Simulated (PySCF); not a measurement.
Species: `CCCS(C)(=O)=O`. The columns A, B, C and D hold Mulliken, IAO, Hirshfeld and ESP-fitted charges (e) of one PBE0/pcSseg-1 density (PySCF), in a shuffled order. Coordinates in Å (PBE0-D3(BJ)/def2-SVP); the density's dipole moment is (1.13, -0.48, -4.22) D.

| atom | x | y | z | A | B | C | D |
| --- | --- | --- | --- | --- | --- | --- | --- |
| C1 | -1.974 | 0.403 | 0.328 | -0.415 | -0.118 | -0.289 | -0.346 |
| C2 | -1.162 | -0.603 | -0.472 | -0.250 | -0.064 | -0.283 | +0.147 |
| C3 | 0.248 | -0.149 | -0.819 | -0.454 | -0.074 | -0.348 | -0.374 |
| S4 | 1.234 | 0.059 | 0.677 | +1.966 | +0.521 | +0.893 | +1.079 |
| C5 | 2.921 | 0.063 | 0.093 | -0.628 | -0.119 | -0.359 | -0.733 |
| O6 | 1.053 | -1.143 | 1.490 | -0.897 | -0.325 | -0.552 | -0.537 |
| O7 | 0.967 | 1.382 | 1.241 | -0.894 | -0.324 | -0.549 | -0.544 |
| H8 | -2.992 | 0.025 | 0.502 | +0.142 | +0.045 | +0.122 | +0.090 |
| H9 | -1.512 | 0.604 | 1.305 | +0.155 | +0.035 | +0.150 | +0.110 |
| H10 | -2.054 | 1.366 | -0.200 | +0.135 | +0.039 | +0.113 | +0.094 |
| H11 | -1.671 | -0.836 | -1.423 | +0.142 | +0.045 | +0.134 | +0.023 |
| H12 | -1.084 | -1.552 | 0.082 | +0.154 | +0.039 | +0.152 | +0.025 |
| H13 | 0.769 | -0.901 | -1.431 | +0.156 | +0.054 | +0.159 | +0.123 |
| H14 | 0.271 | 0.823 | -1.336 | +0.159 | +0.052 | +0.164 | +0.144 |
| H15 | 3.066 | 0.893 | -0.610 | +0.172 | +0.062 | +0.158 | +0.219 |
| H16 | 3.159 | -0.908 | -0.359 | +0.171 | +0.062 | +0.158 | +0.227 |
| H17 | 3.527 | 0.223 | 0.995 | +0.186 | +0.070 | +0.178 | +0.253 |

**Question.** Which column most likely holds the ESP-fitted charges?

**Answer.** D. Σ q r misses the density's dipole by 0.02 D (D), 0.64 D (C), 1.21 D (B), 1.53 D (A). Charges fitted to the outside potential are the only set here that is tied to the molecule's multipoles.

**Question.** And the Hirshfeld charges?

**Answer.** B. The mean sizes are 0.120 e (B), 0.280 e (C), 0.298 e (D), 0.416 e (A), and Hirshfeld charges are commonly the smallest of these schemes.

As computed, A = IAO, B = Hirshfeld, C = Mulliken, D = ESP-fitted. Hydrogens on carbon: IAO +0.14 to +0.19, Hirshfeld +0.04 to +0.07, Mulliken +0.11 to +0.18, ESP-fitted +0.02 to +0.25 e.

The Mulliken scheme counts on each atom the diagonal of the density matrix times the overlap matrix over that atom's basis functions. The IAO scheme projects the occupied orbitals on a minimal set of polarised atomic orbitals and counts the electrons in each atom's part of it.

Geometry: PBE0-D3(BJ)/def2-SVP, one conformer, isolated molecule.

The run behind these numbers computed NMR shieldings as well. On an Arm Neoverse V2 with one thread, no GPU (shared host), this took 34 s of wall time.

Shape of the structure used: `[CH3:1][CH2:2][CH2:3][S:4]([CH3:5])(=[O:6])=[O:7]`: C1–C2–C3–S4 64°, C2–C3–S4–C5 162°.
